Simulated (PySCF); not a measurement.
C4H4BFO, SMILES C#CB(F)C(C)=O.

Coordinates come from a B3LYP-D3(BJ)/def2-SVP optimisation. The structure was generated by enumeration, and PubChem lists no compound with its InChIKey, so it may never have been made. The values are those of a single conformer.

Two levels are set side by side: PBE/def2-TZVP (PySCF) and B3LYP/def2-TZVP (PySCF). Same geometry, gas phase. Differences are taken from unrounded values.

```json
[
 {"quantity": "orbital gap (eV)", "B3LYP": "4.83"},
 {"quantity": "highest occupied level (eV)", "B3LYP": "-6.99"},
 {"quantity": "lowest empty level (eV)", "B3LYP": "-2.16"},
 {"quantity": "dipole moment (D)", "B3LYP": "3.17"},
 {"quantity": "mean polarisability (bohr³)", "B3LYP": "61.5"}
]
```

**Question.** What does PBE give, and how far is it from B3LYP? (Estimate from the structure and the level; the computed values follow.)

**Answer.** 
```csv
quantity,PBE,PBE minus B3LYP
orbital gap (eV),2.87,-1.96
highest occupied level (eV),-5.71,1.28
lowest empty level (eV),-2.84,-0.68
dipole moment (D),2.94,-0.24
mean polarisability (bohr³),64.9,3.3
```

PBE's occupied levels lie high since its potential decays too fast outside the molecule; exact exchange lowers them and widens the gap. PBE's more diffuse valence density responds more strongly to a field. Differences between two approximate levels are no errors against the true value.

Rough cost on one machine, each run with all the roots and properties that it gave: B3LYP against PBE within a factor of 2.
